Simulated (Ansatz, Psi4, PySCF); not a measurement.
C$_{3}$H$_{9}$Al, charge -1, doublet, at a GFN2-xTB geometry (such geometries of metal compounds can be far from the true shape) (a state made from the parent by changing its charge; the spin is typed, not shown lowest). Base run: MP2/6-31G** in PySCF.

Here is a job for PySCF.
```python
from pyscf import gto, scf, mp

mol = gto.Mole()
mol.atom = '''
    Al   -0.31345568    0.26070650    0.46689355
    C    -1.20837662   -1.44885398   -0.32477592
    H    -0.65953292   -1.91921404   -1.15429636
    H    -2.21794573   -1.24969512   -0.71502619
    H    -1.33776513   -2.24023004    0.42899583
    C    -0.03834955    1.50164128   -1.18677467
    H     0.51711093    1.04796697   -2.02116991
    H     0.51066905    2.42102643   -0.93280851
    H    -0.99227817    1.84111055   -1.61801717
    C     1.61529581   -0.35933302    0.96256457
    H     2.24295330    0.47155375    1.31874227
    H     2.18010805   -0.82353158    0.14032435
    H     1.62018668   -1.09889706    1.77755562
'''
mol.basis = '6-31g**'
mol.charge = -1
mol.spin = 1
mol.verbose = 4
mol.build()

mf = scf.UHF(mol)
mf.kernel()

pt = mp.MP2(mf)
pt.kernel()
print('E(MP2) = %.10f' % pt.e_tot)
```

The same geometry, method and basis name were run in Ansatz (a program for electronic structure) and Psi4 and PySCF, at each program's defaults and at the settings that a row names. The base is PySCF at its defaults. Differences at the defaults can come from grids, fitting, cores and function types together.

| code and settings | ΔE vs base (mEh) | basis functions | E (Eh) | SCF cycles |
|---|---|---|---|---|
| PySCF, defaults (exact integrals, spherical functions, all electrons correlated) | 0.000 | 105 | -361.25497 | 12 |
| Psi4, defaults (density fitting with its default set, Cartesian functions, all electrons correlated) | -15.090 | 109 | -361.27006 | 12 |
| Ansatz, defaults (factorised integrals, Cartesian functions, frozen core) | 10.216 | 109 | -361.24476 | - |
| PySCF, frozen core | 15.155 | 105 | -361.23982 | 12 |
| Psi4, exact integrals, spherical functions, frozen core | 15.155 | 105 | -361.23982 | 12 |
| Ansatz, high accuracy, frozen core, Cartesian functions as the basis file defines them | 10.209 | 109 | -361.24476 | - |

Open shells are given as the SCF converged; they aren't shown to be the lowest states, and a large step between rows can be another state.
